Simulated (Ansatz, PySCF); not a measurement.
Caution: the highest occupied level lies above zero, so the state may not be bound. This triplet lies 0.27 eV below the relaxed singlet at the level B3LYP/aug-cc-pVTZ // PBE0-D3(BJ)/def2-TZVPD (Ansatz, a first-principles code).

Cartesian coordinates (Å):
```xyz
4

B     -0.8278     0.0347    -0.4665
C      0.6360    -0.0443    -0.5864
N      1.8030    -0.1113    -0.7582
H     -1.6113     0.1209     0.4295
```
Charge -1, spin multiplicity 3.

Task: What is the computed highest occupied spin orbital and total energy (PBE0-D3(BJ)/def2-TZVPD (PySCF 2.14.0))?

Result: 
highest occupied spin orbital: 0.55 eV
total energy: -118.1510 Ha
